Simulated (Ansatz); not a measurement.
`COB(N)[SiH3]` + `C[SiH3]` → `NB([SiH3])C[SiH3]` + CH₃OH  (formal exchange of groups at a B–O bond)

Program: Ansatz. Geometries: PBE0-D4/def2-TZVP. ΔE: electronic, gas phase. CCSD(T)/CBS adds triple-zeta CCSD(T) − MP2 to the extrapolated MP2 energy (def2 sets, frozen cores). This one scheme is used for every species. DFT in def2-TZVPP. One conformer a species, not always the lowest.

```
             level  ΔE (kcal/mol)
         r2SCAN-D4           25.8
     HF/def2-TZVPP           28.4
CCSD(T)/def2-TZVPP           24.9
    MP2/def2-QZVPP           24.3
```

**Question.** What does CCSD(T)/CBS give? (An estimate is asked.)

**Answer.** Ansatz gave: +24.4 kcal/mol. The listed levels differ from it by 1.4, 4.0, 0.5, -0.1 kcal/mol.

Largest T1 diagnostic among the species: 0.013.

The D4 term adds −1.4 kcal/mol with B3LYP and −0.8 kcal/mol with PBE0; it sums over pairs of atoms, weighted by their polarisabilities, and B3LYP, whose exchange is more repulsive, gets the larger term. In def2-TZVPP, CCSD(T) changes the Hartree–Fock value by −3.5 kcal/mol (the triples alone add −0.3 kcal/mol) and MP2 by −3.8 kcal/mol.

B3LYP here is the variant with VWN-RPA as its local correlation; programs differ in this.
